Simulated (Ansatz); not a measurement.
Ansatz (a program for electronic structure) input (RI-MP2/def2-QZVPP):
A basis named .json is the Basis Set Exchange file of that set.

Ansatz 0.2 input:
```yaml
crystal:
  periodic: [false, false, false]
  atoms:
    - {symbol: Ag, position_ang: [-0.00000000, -0.00000000, -0.32092593]}
    - {symbol: F, position_ang: [0.00000000, 0.00000000, 1.67594652]}
basis:
  gaussian:
    orbitals: def2-QZVPP.json
    fitting: {mean_field: def2-universal-jkfit, correlation: def2-QZVPP-RIFIT.json}
magnetization: {spin_polarized: false}
correlation: {method: mp2, electrons: outside_noble_gas}
```

Output:

```
Functional definition: HF
integrals: 0.07 GiB planned
332 factors; integrals over basis functions are off by at most 5.9e0 eV
393 factors; integrals over basis functions are off by at most 2.5e0 eV
mean field: 0.25 GiB planned
mean field evaluation 1: about -6680.3736 eV, gradient 4.3e1 eV
mean field evaluation 2: about -6681.6299 eV, gradient 3.5e1 eV
mean field evaluation 4: about -6683.0870 eV, gradient 9.5e-1 eV
mean field evaluation 8: about -6683.0902 eV, gradient 8.6e-7 eV
mean field -6683.09020445 eV, -245.5990350523 hartree, gradient 8.6e-7 eV, S^2 0.000000; 0 other end points of the search recorded, 0 dependent functions left out
5 core orbitals not correlated
reference -6683.09020445 eV, -245.5990350523 hartree; 9, 9 occupied and 131, 131 virtual orbitals, 393 factors
second order -19.34717264 eV of doubles, -0.00000000 eV of singles
Total energy: -6702.43737709 eV, -246.3100305328 hartree
```
